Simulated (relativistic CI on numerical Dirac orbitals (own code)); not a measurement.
## d8 in a ligand field

Computed with a parametric ligand-field model of a d^n configuration (Racah B and C, spin-orbit zeta, crystal field), exact diagonalisation.

Field parameters in Wybourne normalisation: Oh B⁴₀ = 21Dq, B⁴₄ = √(5/14) B⁴₀. The field is a parameter set, without covalency.

Ground term and bands for B = 640, C = 2620, ζ = 0 cm⁻¹, Oh, 10Dq = 23680 cm⁻¹?

Ground term 3A2 with 2.00 electrons in the two orbitals of the cubic e set. Spin-allowed: 3T2 23680 cm⁻¹ (422 nm), 3T1 30572 cm⁻¹ (327 nm), 3T1 50068 cm⁻¹ (200 nm). Lowest spin-forbidden: 1E 10258 cm⁻¹ (975 nm), 1A1 18998 cm⁻¹ (526 nm), 1T2 33840 cm⁻¹ (296 nm). With an A2 ground term the first spin-allowed band lies at |10Dq| itself.

Ground term and bands for B = 640, C = 2620, ζ = 0 cm⁻¹, Oh, 10Dq = 28800 cm⁻¹?

Ground term 3A2 with 2.00 electrons in the two orbitals of the cubic e set. Spin-allowed: 3T2 28800 cm⁻¹ (347 nm), 3T1 35857 cm⁻¹ (279 nm), 3T1 60143 cm⁻¹ (166 nm). Lowest spin-forbidden: 1E 10276 cm⁻¹ (973 nm), 1A1 19270 cm⁻¹ (519 nm), 1T2 38994 cm⁻¹ (256 nm). With an A2 ground term the first spin-allowed band lies at |10Dq| itself.

Ground term and bands for B = 640, C = 2620, ζ = 0 cm⁻¹, Oh, 10Dq = 24960 cm⁻¹?

Ground term 3A2 with 2.00 electrons in the two orbitals of the cubic e set. Spin-allowed: 3T2 24960 cm⁻¹ (401 nm), 3T1 31900 cm⁻¹ (313 nm), 3T1 52580 cm⁻¹ (190 nm). Lowest spin-forbidden: 1E 10263 cm⁻¹ (974 nm), 1A1 19075 cm⁻¹ (524 nm), 1T2 35129 cm⁻¹ (285 nm). With an A2 ground term the first spin-allowed band lies at |10Dq| itself.

Ground term and bands for B = 640, C = 2620, ζ = 0 cm⁻¹, Oh, 10Dq = 4480 cm⁻¹?

Ground term 3A2 with 2.00 electrons in the two orbitals of the cubic e set. Spin-allowed: 3T2 4480 cm⁻¹ (2232 nm), 3T1 7627 cm⁻¹ (1311 nm), 3T1 15413 cm⁻¹ (649 nm). Lowest spin-forbidden: 1E 9873 cm⁻¹ (1013 nm), 1T2 14013 cm⁻¹ (714 nm), 1A1 15635 cm⁻¹ (640 nm). With an A2 ground term the first spin-allowed band lies at |10Dq| itself.

Ground term and bands for B = 640, C = 2620, ζ = 0 cm⁻¹, Oh, 10Dq = 30080 cm⁻¹?

Ground term 3A2 with 2.00 electrons in the two orbitals of the cubic e set. Spin-allowed: 3T2 30080 cm⁻¹ (332 nm), 3T1 37168 cm⁻¹ (269 nm), 3T1 62672 cm⁻¹ (160 nm). Lowest spin-forbidden: 1E 10279 cm⁻¹ (973 nm), 1A1 19326 cm⁻¹ (517 nm), 1T2 40281 cm⁻¹ (248 nm). With an A2 ground term the first spin-allowed band lies at |10Dq| itself.
